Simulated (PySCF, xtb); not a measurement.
C₅H₅Cl, SMILES C1=CCC(Cl)=C1.

GFN2-xTB (xtb) at its own geometry gives an orbital gap of 3.49 eV and a dipole moment of 1.48 D.

Geometry optimised at ωB97X-D3(BJ)/def2-SVP. The values are those of a single conformer.

Q: What does ωB97X/def2-TZVP in PySCF give? (Estimate from the structure and the level; the computed values follow.)

A: gap 9.86 eV (levels -8.60 and 1.26 eV), dipole 1.45 D.
